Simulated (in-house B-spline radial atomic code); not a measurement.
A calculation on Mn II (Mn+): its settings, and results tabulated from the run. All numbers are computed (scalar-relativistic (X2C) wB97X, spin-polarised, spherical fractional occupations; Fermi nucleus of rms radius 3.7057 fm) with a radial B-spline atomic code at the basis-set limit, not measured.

Command:
```bash
python run_scf.py task.json out
```
Settings (nuclear radius in fm, mass in u):
```
Z                25
configuration    [Ar] 3d5 4s1
hamiltonian      x2c
method           wb97x
spin_polarised   True
nucleus          fermi
rms_radius       3.7057
atomic_mass      54.93804
speed_of_light   137.035999084
```

Output (hartree, bohr):
```
 radial grid: 82 intervals, B-splines of order 8, outer radius 60 bohr

 iter        energy (Eh)    residual
    1       -1148.102658    3.62e-01
    2       -1152.721105    4.71e-01
    3       -1157.938664    9.69e-02
    4       -1158.281218    3.43e-02
    5       -1158.301659    1.21e-02
    6       -1158.303140    6.68e-03
    7       -1158.304430    1.25e-03
    8       -1158.304459    3.75e-04
    9       -1158.304461    4.60e-05
   10       -1158.304461    3.70e-06
   11       -1158.304461    4.56e-07
   12       -1158.304461    3.49e-08

 total energy                     -1158.30446
 kinetic                            1173.0870
 electron-nucleus                  -2760.8460
 Hartree                             481.9105
 exact exchange                      -11.4007
 exchange-correlation                -41.0553

 orbital      occ     eigenvalue          <r>       <r^2>       <1/r>       r_max
 1s up      1.000      -237.5477     0.060584  0.00494923     25.2482     0.03953
 1s down    1.000      -237.5463    0.0605839  0.00494919     25.2481     0.03953
 2s up      1.000       -28.1158      0.27915   0.0921223      5.3536      0.2323
 2s down    1.000       -28.0345     0.278524   0.0916691     5.36543      0.2321
 2p up      3.000       -23.8504     0.247234   0.0752092     5.20231      0.1884
 2p down    3.000       -23.7842     0.246491   0.0746928     5.21367      0.1882
 3s up      1.000        -3.7841     0.851074    0.835887     1.66728      0.7369
 3s down    1.000        -3.5659     0.856318    0.846914     1.65372      0.7381
 3p up      3.000        -2.6004     0.905104    0.966518     1.52005      0.7541
 3p down    3.000        -2.3664     0.911301    0.979091     1.50607      0.7555
 3d up      5.000        -0.7670      1.15149      1.7262     1.16072      0.7633
 4s up      1.000        -0.5523      2.78898     8.88799    0.466149       2.368
```

Run time, properties included: 1.4 s on 1 thread of Arm Neoverse V2 (shared host).
